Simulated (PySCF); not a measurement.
A run for PySCF: R-HF/STO-3G on GaH3S (SMILES [SH][GaH2]), a point of a torsion scan.

```python
from pyscf import gto, scf, dft, mp
from pyscf.data.elements import chemcore

mol = gto.M(
    atom='''
    S     1.50103033   -0.61104403    0.47201788
    Ga   -0.63444868   -0.18362337    0.11780840
    H     1.87432424    0.31407106   -0.41231610
    H    -1.05744080    0.91963733   -0.91599564
    H    -1.78585161   -0.93875024    0.85817837
    ''',
    basis='sto-3g',
    charge=0, spin=0, verbose=3, max_memory=1800)
mf = scf.RHF(mol)
mf.conv_tol = 1e-8
mf.max_cycle = 100
mf.kernel()
if not mf.converged:
    mf = mf.newton().run(mf.mo_coeff, mf.mo_occ)
```

The log:

```
converged SCF energy = -2295.80427009585
```

The calculation finished and met its thresholds.

Cost: roughly 0.21 core-seconds.
